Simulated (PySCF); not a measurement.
Input file for PySCF: R-B3LYP/6-31G* on H2Se (SMILES [SeH2]) with ghost functions, monomers drawn apart or pushed together.

```python
from pyscf import gto, scf, dft, mp
from pyscf.data.elements import chemcore

mol = gto.M(
    atom='''
    Se   -0.29636051    0.02596539    3.63977911
    H    -0.59699796   -1.41317653    3.64927850
    H     1.14837313   -0.23673935    3.71373532
    ghost-O    0.76179544    0.75362911   -0.39754174
    ghost-C   -0.14043988    0.02530428   -0.41792510
    ghost-O   -1.04047856   -0.70477047   -0.46225447
    ''',
    basis='6-31g*',
    cart=True,
    charge=0, spin=0, verbose=3, max_memory=1800)
mf = dft.RKS(mol, xc='b3lyp')
mf.conv_tol = 1e-8
mf.max_cycle = 100
mf.kernel()
if not mf.converged:
    mf = mf.newton().run(mf.mo_coeff, mf.mo_occ)
```

The log:

```
converged SCF energy = -2402.48957254117
```

The calculation finished and met its thresholds.

Cost: around 4 core-seconds (rough).
